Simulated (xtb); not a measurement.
ethylmethylamine (C₃H₉N), SMILES CCNC. All values are semi-empirical tight-binding results from xtb (GFN2-xTB unless named), good for trends rather than for accurate numbers. Geometry: GFN2-xTB. The values are those of a single conformer.

Optimised geometry:

Bonds (Å): C1–C2 1.522, C1–H5 1.086, C1–H6 1.087, C1–H7 1.088, C2–N3 1.451, C2–H8 1.106, C2–H9 1.095, N3–C4 1.447, N3–H10 1.017, C4–H11 1.089, C4–H12 1.091, C4–H13 1.102. Angles (°): C2–C1–H5 109.8, C2–C1–H6 110.3, C2–C1–H7 110.6, H5–C1–H6 109.0, H5–C1–H7 108.5, H6–C1–H7 108.6, C1–C2–N3 110.4, C1–C2–H8 109.6, C1–C2–H9 109.7, N3–C2–H8 112.2, N3–C2–H9 107.2, H8–C2–H9 107.5, C2–N3–C4 113.1, C2–N3–H10 109.2, C4–N3–H10 109.6, N3–C4–H11 109.1, N3–C4–H12 108.6, N3–C4–H13 113.6, H11–C4–H12 108.6, H11–C4–H13 108.8, H12–C4–H13 108.1.
Charge 0, spin multiplicity 1.

```yaml
orbital_gap: 10.94 eV
dipole_moment: 1.09 D
zero_point_energy: 74.3 kcal/mol
G − E(el) at 298.15 K (modified RRHO): 56.8 kcal/mol
static polarisability (D4 model): 49.6 bohr³
solvation energy, GFN2-xTB/ALPB(water): -1.4 kcal/mol
solvation energy, GFN2-xTB/ALPB(acetone): -4.1 kcal/mol
```

Computed IR lines (harmonic; lines under 4 % of the strongest left out, lines within 3 cm⁻¹ merged):
ν (cm⁻¹): 813 (s), 845 (w), 1036 (w), 1070 (w), 1154 (m), 1179 (m), 1213 (w), 1262 (w), 1339 (w), 1406 (m), 1422 (w), 1489 (w), 1497 (w), 2787 (vs), 2841 (vs), 2946 (m), 2998 (m), 3021 (m), 3026 (m), 3043 (m), 3052 (m), 3347 (m) (against the strongest line: vs over 80 %, s over 45 %, m over 15 %, w over 4 %, vw less)

Computed atomic charges and the Wiberg bond orders between heavy atoms:
charges (e) C1 -0.11, C2 0.02, N3 -0.26, C4 -0.02, H5 0.05, H6 0.04, H7 0.04, H8 0.00, H9 0.03, H10 0.13, H11 0.04, H12 0.04, H13 0.01. Bond orders C1–C2 1.02, C2–N3 1.01, N3–C4 1.03.
